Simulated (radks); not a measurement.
All-electron atom: a nucleus of charge 39.75 with 39 electrons in [Kr] 4d2 5s1. Calculated with a radial shooting solver on a logarithmic mesh with Libxc functionals: Dirac Kohn-Sham, PBE, spin-unpolarised, spherical densities, finite nucleus; open shells fill j = l - 1/2 first; Fermi nuclear charge, rms radius 4.2694 fm.

Radial electron density D(r) = 4 pi r^2 rho(r):

```
   r/bohr * D(r) (the largest magnitude, 61, reaches the edge; | marks zero)
 0.004041 |      *
 0.004667 |        *
 0.005389 |          *
 0.006224 |             *
 0.007188 |                *
 0.008301 |                   *
 0.009587 |                       *
  0.01107 |                           *
  0.01289 |                               *
  0.01489 |                                   *
  0.01719 |                                       *
  0.01985 |                                          *
  0.02293 |                                            *
  0.02648 |                                            *
  0.03058 |                                            *
  0.03532 |                                          *
  0.04079 |                                        *
  0.04711 |                                      *
   0.0544 |                                     *
  0.06333 |                                       *
  0.07314 |                                          *
  0.08447 |                                               *
  0.09756 |                                                    *
   0.1127 |                                                      *
   0.1301 |                                                     *
   0.1503 |                                                *
   0.1735 |                                         *
   0.2004 |                                   *
   0.2315 |                                *
   0.2695 |                                 *
   0.3112 |                                     *
   0.3594 |                                        *
   0.4151 |                                      *
   0.4794 |                                *
   0.5536 |                        *
   0.6393 |                *
   0.7384 |          *
   0.8527 |        *
   0.9848 |       *
    1.137 |       *
    1.324 |      *
    1.529 |     *
    1.766 |   *
    2.039 |  *
    2.355 | *
     2.72 |*
    3.141 |*
    3.628 |*
     4.19 *
    4.839 *
    5.633 *
    6.506 *
    7.513 *
    8.677 *
    10.02 *
```

D(r) has 3 maxima, at r = 0.0263, 0.116, 0.371 bohr, and minima at 0.0535, 0.237 bohr, inside which lie 2.07, 11.07 electrons.
